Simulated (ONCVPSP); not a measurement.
Ge, ONCV: configuration errors across variants

| Property | Result |
| --- | --- |
| Element | germanium (Ge) |
| Generator | ONCVPSP 4.0.1 |
| Type | optimised norm-conserving Vanderbilt (ONCV) |
| Functional | LDA (Perdew-Zunger) |
| Relativity | scalar-relativistic |
| Frozen core | [Ne] |
| Valence charge | 22 |
| Reference configuration | 3s2 3p6 3d10 4s2 (charge +2) |
| Partial waves | 3s+4s: rc 1.20 bohr, ncon 4, nbas 7, qcut 10.7 1/bohr, 2 projectors; 3p: rc 0.85 bohr, ncon 4, nbas 9, qcut 19.6 1/bohr, 2 projectors, debl 2.5 Ha; 3d: rc 1.00 bohr, ncon 4, nbas 8, qcut 14.4 1/bohr, 3 projectors, debl 1.3 Ha |
| Local potential | polynomial inside 0.65 bohr (lpopt 5, dvloc0 0 Ha) |
| Core correction | Teter function, fcfact 3.25, rcfact 1.6 |

In the p channel the program set the typed energies aside and used -4.978, 0.250 Ha. In the d channel the program set the typed energies aside and used -1.821, 0.250, 1.550 Ha.

All-electron excitation energies from the reference (eV): (1) 3s2 3p6 3d10 4s2 4p2 -23.352; (2) 3s2 3p6 3d10 4s2 4p1 -15.716; (3) 3s2 3p6 3d10 4s1 35.218; (4) 3s2 3p6 3d10 4s0 4p4 -6.992.

2 further variants failed, have other tests or another functional or relativity, and are left out.

A true bound ghost makes a file unfit for plane-wave use even where its test errors are small: the radial tests pick states by their node count and pass the ghost by.

Errors AE − PS in meV (a dash: test not solved or not reliable):

```tsv
change	(1)	(2)	(3)	(4)	bound ghosts	GHOST(+) flags above zero
base	+2.5	+1.7	-4.5	-2.4	none	d
s: qcut 10.3; p: qcut 18.8; d: qcut 13.8	+2.5	+1.7	-4.5	-2.1	none	d
d: debl 4.65	+2.5	+1.7	-4.5	-2.4	none	none
core correction Teter function, fcfact 3.25, rcfact 1.84	+2.5	+1.7	-4.5	-2.5	none	d
p: qcut 24.9	+2.0	+1.4	-4.5	-5.6	none	d
core correction none	+2.5	+1.7	-4.0	-0.6	none	d
core correction Teter function, fcfact 7.9, rcfact 1.6	+2.5	+1.7	-4.6	-2.7	none	d
all radii but the core radius scaled by about 0.75 (s 0.90, p 0.64, d 0.76 bohr); local potential polynomial inside 0.50 bohr (lpopt 5, dvloc0 0 Ha)	+2.6	+1.7	-3.0	+0.5	d	s, d
```

Q: Give the same row for: d: ncon 5, nbas 9.

A: +2.5, +1.7, -4.4, -2.3; bound ghosts: none; GHOST(+) flags above zero: d.
